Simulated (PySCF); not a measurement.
A structure optimised at PBE-D3(BJ)/def2-SVP, used in a PySCF frequency run:

```xyz
12

Al     0.0000     0.0000     1.4853
H      0.0000    -1.4249     2.2076
H      0.0000     1.4249     2.2076
N      0.0000     0.0000    -0.3160
C      0.0000     1.2098    -1.1190
C      0.0000    -1.2098    -1.1190
H     -0.8958     1.2669    -1.7836
H      0.8958     1.2669    -1.7836
H      0.0000     2.1123    -0.4746
H      0.8958    -1.2669    -1.7836
H     -0.8958    -1.2669    -1.7836
H      0.0000    -2.1123    -0.4746
```
Charge 0, spin multiplicity 1.

Problem. Write its SMILES, formula and point group.

Solution. C[N](C)[AlH2], C₂H₈AlN, C2v

Problem. What are its rotational constants (standard atomic weights)?

Solution. 8.7203, 4.3199, 2.9998 GHz
